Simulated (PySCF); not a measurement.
**Field gradients at the hydrogen positions**

Species: C2H14N2Si3.
Atom-mapped SMILES: `[CH3:1][NH:2][Si@H:3]([NH2:4])[CH2:5][SiH2:6][SiH3:7]` (hydrogens: H8, H9, H10 on C1; H11 on N2; H12 on Si3; H13, H14 on N4; H15, H16 on C5; H17, H18 on Si6; H19, H20, H21 on Si7)

Structure used (GFN2-xTB), in Å, numbered top down from 1:
```
atom  x, y, z in Å
C1    -3.391    0.437    0.592
N2    -2.328   -0.386    0.067
Si3   -0.678   -0.219    0.558
N4    -0.080    1.389    0.356
C5     0.324   -1.350   -0.577
Si6    2.194   -1.266   -0.271
Si7    3.090    0.830   -0.604
H8    -3.788    0.064    1.543
H9    -3.003    1.439    0.758
H10   -4.213    0.496   -0.124
H11   -2.660   -1.310   -0.163
H12   -0.437   -0.492    1.984
H13   -0.053    1.776   -0.574
H14   -0.377    2.100    1.003
H15    0.117   -1.096   -1.617
H16   -0.014   -2.377   -0.445
H17    2.447   -1.779    1.086
H18    2.812   -2.270   -1.164
H19    3.082    1.693    0.579
H20    2.445    1.596   -1.679
H21    4.501    0.743   -1.010
```

Level: PBE0/pcSseg-1 (PySCF, non-relativistic); Q(2H) = 0.00286 b; rigid geometry, the same for H and D, with no vibrational averaging.

Question: Rank these positions by the coupling χzz of a deuteron there, largest first.
A. H20 (Si–H hydrogen)
B. H16 (methylene hydrogen)
C. H11 (N–H hydrogen)
D. H10 (methyl hydrogen)
E. H9 (methyl hydrogen)
F. H12 (Si–H hydrogen)

Answer: C (284 kHz), B (218 kHz), E (209 kHz), D (204 kHz), A (110 kHz), F (104 kHz).

Question: Give the electric field gradient Vzz (the principal value of largest size), its asymmetry and the 2H coupling at each hydrogen.

Answer: 
| atom | bonded to | bond length (Å) | Vzz (au) | η | χzz (kHz) |
| --- | --- | --- | --- | --- | --- |
| H8 | C1 | 1.096 | 0.2951 | 0.04 | 198 |
| H9 | C1 | 1.088 | 0.3103 | 0.06 | 209 |
| H10 | C1 | 1.092 | 0.3033 | 0.05 | 204 |
| H11 | N2 | 1.009 | 0.4225 | 0.18 | 284 |
| H12 | Si3 | 1.472 | 0.1551 | 0.03 | 104 |
| H13 | N4 | 1.007 | 0.4282 | 0.16 | 288 |
| H14 | N4 | 1.006 | 0.4335 | 0.16 | 291 |
| H15 | C5 | 1.090 | 0.3226 | 0.03 | 217 |
| H16 | C5 | 1.089 | 0.3249 | 0.01 | 218 |
| H17 | Si6 | 1.473 | 0.1589 | 0.02 | 107 |
| H18 | Si6 | 1.479 | 0.1544 | 0.01 | 104 |
| H19 | Si7 | 1.464 | 0.1667 | 0.03 | 112 |
| H20 | Si7 | 1.469 | 0.1631 | 0.01 | 110 |
| H21 | Si7 | 1.471 | 0.1603 | 0.01 | 108 |

Question: Average by the element that carries the hydrogen.

Answer: on C: 209 kHz over 5 positions, mean bond length 1.091 Å; on N: 288 kHz over 3 positions, mean bond length 1.007 Å; on Si: 107 kHz over 6 positions, mean bond length 1.471 Å.

Question: How does χzz go with the bond length over the 6 Si–H bonds?

Answer: A straight-line fit has a slope of -5.8 kHz for each 0.01 Å, with a correlation coefficient of -0.89, over lengths from 1.464 to 1.479 Å. The longer bonds have the smaller couplings here.

One conformer (not necessarily the lowest) at the GFN2-xTB geometry, without solvent, vibrations or thermal averaging. GFN2-xTB bond lengths can be off by several hundredths of an ångström, more for odd bonds, and the gradients follow them. The small basis limits the accuracy of the gradients.
